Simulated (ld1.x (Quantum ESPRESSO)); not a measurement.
# PBE TM dataset for La (Z = 57), scalar-relativistic all-electron reference.

The input file (ld1.x (Quantum ESPRESSO) 7.5):

```
&input
   title='La', zed=57., rel=1, dft='PBE', iswitch=3,
   config='[Xe] 4f0 5d1 6s2 6p0',
   nld=4, rlderiv=4.20, eminld=-5.0, emaxld=5.0, deld=0.02
 /
 &inputp
   pseudotype=2, tm=.true., lloc=0,
   nlcc=.false.,
   file_pseudopw='La.UPF', file_wfcaegen='ae.wfc', file_wfcncgen='nc.wfc', file_beta='beta', file_chi='chi'
 /
4
5P  2  1   6.00   0.00  2.35  2.35  0.0
5D  3  2   1.00   0.00  3.85  3.85  0.0
4F  4  3   0.00   0.00  1.40  1.40  0.0
5S  1  0   2.00   0.00  1.60  1.60  0.0
 &test
   configts(1)='4f0 5s2 5p6 5d1 6s2 6p0'
 /
```

Command:

```bash
ld1.x < La.in > La.out
```

Output (shortened: banner, matrices, multipoles, cross overlaps and the repeated all-electron block are left out):

```
Program LD1 v.7.5
     --------------------------- All-electron run ----------------------------

     La
     scalar relativistic calculation

     atomic number is 57.00
     dft =PBE   lsd =0 sic =0 latt =0  beta=0.20 tr2=1.0E-14
     Exchange-correlation= PBE
                           (   1   4   3   4   0   0   0)
     mesh =1253 r(mesh) = 100.17801 a.u. xmin = -7.00 dx = 0.01250
     1 Ry =  13.60569312 eV, c = 137.03599908

     n l     nl                  e(Ry)          e(Ha)          e(eV)
     1 0     1S 1( 2.00)     -2848.2624     -1424.1312    -38752.5841
     2 0     2S 1( 2.00)      -453.4136      -226.7068     -6169.0067
     2 1     2P 1( 6.00)      -406.3601      -203.1801     -5528.8112
     3 0     3S 1( 2.00)       -96.9800       -48.4900     -1319.4804
     3 1     3P 1( 6.00)       -81.9569       -40.9784     -1115.0800
     4 0     4S 1( 2.00)       -19.5843        -9.7922      -266.4581
     4 1     4P 1( 6.00)       -14.6996        -7.3498      -199.9978
     3 2     3D 1(10.00)       -60.3798       -30.1899      -821.5086
     5 0     5S 1( 2.00)        -2.8608        -1.4304       -38.9238
     5 1     5P 1( 6.00)        -1.6464        -0.8232       -22.4001
     4 2     4D 1(10.00)        -7.6327        -3.8164      -103.8486
     4 3     4F 1( 0.00)        -0.3194        -0.1597        -4.3451
     5 2     5D 1( 1.00)        -0.2271        -0.1136        -3.0902
     6 0     6S 1( 2.00)        -0.2704        -0.1352        -3.6794
     6 1     6P 1( 0.00)        -0.0994        -0.0497        -1.3518

     final scf error:  7.1E-15 reached in  24 iterations

     Etot =  -16986.577802 Ry,   -8493.288901 Ha, -231114.164786 eV

     Ekin =   17968.644727 Ry,    8984.322364 Ha,  244475.865997 eV
     Encl =  -41108.807198 Ry,  -20554.403599 Ha, -559313.815392 eV
     Eh   =    6559.768131 Ry,    3279.884065 Ha,   89250.192146 eV
     Exc  =    -406.183462 Ry,    -203.091731 Ha,   -5526.407536 eV

     normalization and overlap integrals

     s(1S/1S) =  1.000000  <r> =   0.0251  <r2> =    0.0009  r(max) =   0.0161
     s(2S/2S) =  1.000000  <r> =   0.1074  <r2> =    0.0136  r(max) =   0.0914
     s(2P/2P) =  1.000000  <r> =   0.0942  <r2> =    0.0108  r(max) =   0.0729
     s(3S/3S) =  1.000000  <r> =   0.2852  <r2> =    0.0929  r(max) =   0.2610
     s(3P/3P) =  1.000000  <r> =   0.2832  <r2> =    0.0930  r(max) =   0.2546
     s(4S/4S) =  1.000000  <r> =   0.6542  <r2> =    0.4827  r(max) =   0.6108
     s(4P/4P) =  1.000000  <r> =   0.6931  <r2> =    0.5459  r(max) =   0.6341
     s(3D/3D) =  1.000000  <r> =   0.2600  <r2> =    0.0797  r(max) =   0.2111
     s(5S/5S) =  1.000000  <r> =   1.5570  <r2> =    2.7222  r(max) =   1.4112
     s(5P/5P) =  1.000000  <r> =   1.8039  <r2> =    3.6867  r(max) =   1.5792
     s(4D/4D) =  1.000000  <r> =   0.7675  <r2> =    0.6831  r(max) =   0.6750
     s(4F/4F) =  1.000000  <r> =   1.1808  <r2> =    1.8762  r(max) =   0.7460
     s(5D/5D) =  1.000000  <r> =   3.0007  <r2> =   10.8668  r(max) =   2.2132
     s(6S/6S) =  1.000000  <r> =   4.4227  <r2> =   22.1303  r(max) =   3.8361
     s(6P/6P) =  1.000000  <r> =   5.9851  <r2> =   41.0268  r(max) =   4.9256

     ------------------------ End of All-electron run ------------------------

     --------------------- Generating NC pseudopotential ---------------------

      Generating local pot.: lloc=0, matching radius rcloc =   1.6000

      Wfc   5P  rcut= 2.356  Using Troullier-Martins method

      Wfc   5D  rcut= 3.884  Using Troullier-Martins method

      Wfc   4F  rcut= 1.394  Using Troullier-Martins method

     ------------------- End of pseudopotential generation -------------------

     Computing logarithmic derivative in   4.21318
     Computing logarithmic derivative in   4.21318
     Computing the partial wave expansion
       no projector for channel:   0
     R is outside the sphere for l=    1 j= 0.00
     R is outside the sphere for l=    2 j= 0.00
     R is outside the sphere for l=    3 j= 0.00

     ---------------------- Testing the pseudopotential ----------------------

     La
     scalar relativistic calculation

     atomic number is 57.00   valence charge is 11.00
     dft =PBE   lsd =0 sic =0 latt =0  beta=0.20 tr2=1.0E-14
     mesh =1253 r(mesh) = 100.17801 xmin = -7.00 dx = 0.01250

     n l     nl             e AE (Ry)        e PS (Ry)    De AE-PS (Ry)
     4 3     4F   1( 0.00)       -0.31936       -0.31934       -0.00002
     1 0     5S   1( 2.00)       -2.86085       -2.86087        0.00002
     2 1     5P   1( 6.00)       -1.64638       -1.64638        0.00000
     3 2     5D   1( 1.00)       -0.22713       -0.22713        0.00000
     2 0     6S   1( 2.00)       -0.27043       -0.27388        0.00345
     3 1     6P   1( 0.00)       -0.09935       -0.10047        0.00112

     eps = 4.5E-15  iter = 20

     Etot =  -16986.577802 Ry,   -8493.288901 Ha, -231114.164786 eV
     Etotps =   -63.139670 Ry,     -31.569835 Ha,    -859.058968 eV

     Ekin =      15.320549 Ry,       7.660274 Ha,     208.446687 eV
     Encl =    -120.327731 Ry,     -60.163865 Ha,   -1637.142180 eV
     Ehrt =      49.180714 Ry,      24.590357 Ha,     669.137701 eV
     Ecxc =      -8.155058 Ry,      -4.077529 Ha,    -110.955210 eV
     Epseu=       0.841856 Ry,       0.420928 Ha,      11.454035 eV

     ---------------------- End of pseudopotential test ----------------------
```

Generation and configuration tests took about 1.6 s on one core of a shared server CPU.
